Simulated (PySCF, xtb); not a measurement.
Te(F)(SeH) (FHSeTe), SMILES F[Te][SeH]. Other conformers were not sampled.

Harmonic wavenumbers (cm⁻¹) from GFN2-xTB (xtb) at its own minimum, in rising order: 124, 264, 285, 447, 653, 1931.

**Question.** What does PBE0-D3(BJ)/def2-TZVP (PySCF 2.14.0) give at its own minimum? (An estimate is asked for; the answer gives what the named calculation found.)

**Answer.** 150, 266, 355, 599, 709, 2396. Paired by order, the mean absolute difference is 128 cm⁻¹ and the zero-point energies are 5.3 and 6.4 kcal/mol.
